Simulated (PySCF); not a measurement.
A structure optimised at PBE-D3(BJ)/def2-SVP, used in a PySCF frequency run:

```xyz
11

C     -2.5498    -0.6780    -1.0579
O     -1.6347     0.4012    -0.9105
Sn     0.1593    -0.0075    -0.1402
N      1.2643    -1.2002    -1.3964
Cl     1.0857     2.1176     0.3038
Cl    -0.1276    -1.2473     1.8526
H     -2.2102    -1.4354    -1.8022
H     -2.7570    -1.2039    -0.0975
H     -3.5074    -0.2481    -1.4211
H      1.9972    -1.6636    -0.8373
H      1.7535    -0.6096    -2.0862
```

**Question.** Write its SMILES and formula.

**Answer.** C[O][Sn]([NH2])([Cl])[Cl], CH5Cl2NOSn

**Question.** What are its rotational constants (standard atomic weights)?

**Answer.** 1.4602, 1.1504, 0.94221 GHz
